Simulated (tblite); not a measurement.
Start geometry of `c1cc(ccc1C#C)[S]` [radical] from a force field or distance geometry (Å):
```
atom  x, y, z in Å
C1     3.3487   -0.6152    0.2696
C2     2.1577   -0.3921    0.1648
C3     0.7679   -0.1429    0.0635
C4     0.3087    1.1098   -0.4053
C5    -1.0622    1.3512   -0.5009
C6    -1.9820    0.3613   -0.1655
S7    -3.7402    0.6883   -0.3103
C8    -1.5289   -0.8730    0.2975
C9    -0.1598   -1.1326    0.4063
H10    4.3791   -0.8047    0.3599
H11    1.0103    1.8802   -0.6705
H12   -1.4135    2.3153   -0.8619
H13   -2.2578   -1.6465    0.5717
H14    0.1714   -2.0996    0.7589
```

**Question.** What comes out of this run: tblite, GFN2-xTB geometry optimisation, gas phase?

**Answer.** 
```
atom  x, y, z in Å
C1     3.314   -0.608    0.268
C2     2.136   -0.391    0.169
C3     0.753   -0.138    0.057
C4     0.298    1.106   -0.400
C5    -1.049    1.353   -0.508
C6    -1.981    0.363   -0.161
S7    -3.662    0.670   -0.300
C8    -1.522   -0.882    0.298
C9    -0.176   -1.128    0.405
H10    4.343   -0.797    0.354
H11    1.017    1.867   -0.666
H12   -1.407    2.309   -0.859
H13   -2.244   -1.639    0.566
H14    0.180   -2.085    0.757
```

The energy falls by 0.112 eV over 15 L-BFGS steps, the largest force on an atom goes from 1.50 to 0.009 eV/Å, and the atoms move by 0.029 Å rms after alignment. The bond that changes most is C6–S7 (ends: carbon bonded to 2 C and S; sulfur bonded to C), which shortens by 0.079 Å. Bonds longer at the end by more than 0.005 Å: 2 of 14; shorter: 8. Rotational constants go from 5683, 703.4, 625.9 to 5686, 726.1, 643.9 MHz. The orientation of the end geometry is arbitrary; only internal coordinates are fixed.

The run took 0.1 s of wall time on an Arm Neoverse V2 with one thread, shared host with 96 logical CPUs at a one-minute load of 69.

Its GFN2-xTB frequencies are all real (lowest 75 cm⁻¹).

The numbers are calculated, not measured.
